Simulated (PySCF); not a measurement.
Molfile (atoms numbered from 1):
```
C7H12BF
     RDKit          3D

 21 21  0  0  0  0  0  0  0  0999 V2000
   -2.1326    0.8994   -0.1822 C   0  0  0  0  0  0  0  0  0  0  0  0
   -1.4892   -0.4277    0.0791 C   0  0  0  0  0  0  0  0  0  0  0  0
   -2.2169   -1.5382    0.2143 C   0  0  0  0  0  0  0  0  0  0  0  0
   -3.5519   -1.5430    0.1346 F   0  0  0  0  0  0  0  0  0  0  0  0
    0.0033   -0.4774    0.2061 C   0  0  2  0  0  0  0  0  0  0  0  0
    0.7265    0.3814    1.3131 B   0  0  0  0  0  0  0  0  0  0  0  0
    2.1029    0.8369    0.7272 C   0  0  0  0  0  0  0  0  0  0  0  0
    2.2596    0.0350   -0.5725 C   0  0  0  0  0  0  0  0  0  0  0  0
    0.8311   -0.1987   -1.0669 C   0  0  0  0  0  0  0  0  0  0  0  0
   -1.9335    1.5949    0.6510 H   0  0  0  0  0  0  0  0  0  0  0  0
   -3.2195    0.8051   -0.3002 H   0  0  0  0  0  0  0  0  0  0  0  0
   -1.7270    1.3667   -1.0942 H   0  0  0  0  0  0  0  0  0  0  0  0
   -1.8047   -2.5331    0.4077 H   0  0  0  0  0  0  0  0  0  0  0  0
    0.2995   -1.4923    0.5679 H   0  0  0  0  0  0  0  0  0  0  0  0
    0.2825    0.6359    2.4091 H   0  0  0  0  0  0  0  0  0  0  0  0
    1.8988    1.9052    0.4845 H   0  0  0  0  0  0  0  0  0  0  0  0
    2.9781    0.8540    1.3941 H   0  0  0  0  0  0  0  0  0  0  0  0
    2.7329   -0.9368   -0.3465 H   0  0  0  0  0  0  0  0  0  0  0  0
    2.8958    0.5251   -1.3262 H   0  0  0  0  0  0  0  0  0  0  0  0
    0.7529   -1.0056   -1.8126 H   0  0  0  0  0  0  0  0  0  0  0  0
    0.4538    0.7180   -1.5537 H   0  0  0  0  0  0  0  0  0  0  0  0
  1  2  1  0
  2  3  2  0
  3  4  1  0
  2  5  1  0
  5  6  1  0
  6  7  1  0
  7  8  1  0
  8  9  1  0
  9  5  1  0
  1 10  1  0
  1 11  1  0
  1 12  1  0
  3 13  1  0
  5 14  1  1
  6 15  1  0
  7 16  1  0
  7 17  1  0
  8 18  1  0
  8 19  1  0
  9 20  1  0
  9 21  1  0
M  END
```

Geometry: PBE0-D3(BJ)/def2-SVP; GIAO shifts from PySCF 2.14, gas phase, non-relativistic, averaged over equivalent atoms.

At PBE0/pcSseg-1 (213 basis functions, 76 s wall time on 1 thread of an Arm Neoverse N1, shared host):
```tsv
atoms	δ (ppm)
C3	151.0
C2	126.5
C5	54.2
C7	36.3
C9	34.3
C8	28.6
C1	14.0
F4	-128.4
B6	92.9
H15	7.79
H13	6.62
H17	2.15
H19	2.08
H20	1.77
H10/H11/H12	1.69
H21	1.62
H18	1.43
H14	1.17
H16	0.60
```

Scale: 13C (σ = 184.41 ppm) and 1H (σ = 31.27 ppm) against TMS; CFCl3 for 19F (σ = 177.25 ppm); BF3·OEt2 for 11B (σ = 100.73 ppm) (reference shieldings calculated alike).

Q: Estimate the result of repeating the calculation with wB97X-D/pcSseg-1.

A: 
| atoms | δ at wB97X-D/pcSseg-1 | change |
| --- | --- | --- |
| C3 | 151.9 | +0.9 |
| C2 | 126.9 | +0.4 |
| C5 | 51.7 | -2.5 |
| C7 | 34.1 | -2.2 |
| C9 | 33.9 | -0.4 |
| C8 | 28.0 | -0.6 |
| C1 | 13.9 | -0.1 |
| F4 | -126.9 | +1.5 |
| B6 | 88.7 | -4.2 |
| H15 | 7.53 | -0.26 |
| H13 | 6.61 | -0.01 |
| H17 | 2.02 | -0.13 |
| H19 | 2.01 | -0.07 |
| H20 | 1.74 | -0.03 |
| H10/H11/H12 | 1.67 | -0.02 |
| H21 | 1.56 | -0.06 |
| H18 | 1.37 | -0.06 |
| H14 | 1.07 | -0.10 |
| H16 | 0.53 | -0.07 |

Chemical shifts δ = σref − σ; 13C (σref 184.54), 1H (σref 31.38) vs TMS; 19F (σref 187.16) vs CFCl3; BF3·OEt2 for 11B (σref 101.61), all at this level.

The largest change is at B6 (boron bonded to 2 C, H, in a 5-membered ring). Cost: 213 basis functions, 93 s wall time on 1 thread of an Arm Neoverse N1, shared host. The order of the carbon signals is the same at both levels.

A carbon bonded to boron is broadened by the quadrupolar boron nucleus and is often missing from a measured spectrum. Unscaled 19F shifts against computed CFCl3 carry errors that often reach 10 to 50 ppm.
